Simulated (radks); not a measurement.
Task: Successive ionisation energies (eV) of one element, from differences of total energies of ions in their ground configurations, starting at charge 0: 10.861, 19.554, 35.659, 49.519, 64.275, 79.789, 95.938, 117.32, 135.25, 153.70, 172.62, 191.94, 282.74. Method: scalar-relativistic Kohn-Sham, LDA (Slater exchange, Perdew-Wang correlation), spin-polarised, spherical densities, finite nucleus; open shells are filled with parallel spins first (spin-orbit coupling, left out, can overturn this in heavy ions); Fermi nuclear charge, rms radius 5.4648 fm; computed with a radial shooting solver on a logarithmic mesh with Libxc functionals. Which element is it?

Result: Mercury (Z = 80). The first species listed is Hg in [Hg], the last Hg12+ in [Xe] 4f14.
